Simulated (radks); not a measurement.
Problem. All-electron atom: the titanium ion Ti13+ in [He] 2s2 2p5. All-electron calculation, scalar-relativistic Kohn-Sham, BLYP, spin-unpolarised, spherical densities, finite nucleus; Fermi nuclear charge, rms radius 3.5921 fm. Program: a radial shooting solver on a logarithmic mesh with Libxc functionals. Some entries of the table are withheld. Estimate them.

orbital  occ.  eigenvalue (eV)  <r> (bohr)  <1/r> (bohr^-1)
1s          2        -5302.765     0.06948              (1)
2s          2        -915.5586         (2)              (3)
2p          5        -831.1204      0.2772            4.613

Solution. 
(1) 1s <1/r> (bohr^-1): 21.83
(2) 2s <r> (bohr): 0.3146
(3) 2s <1/r> (bohr^-1): 4.703
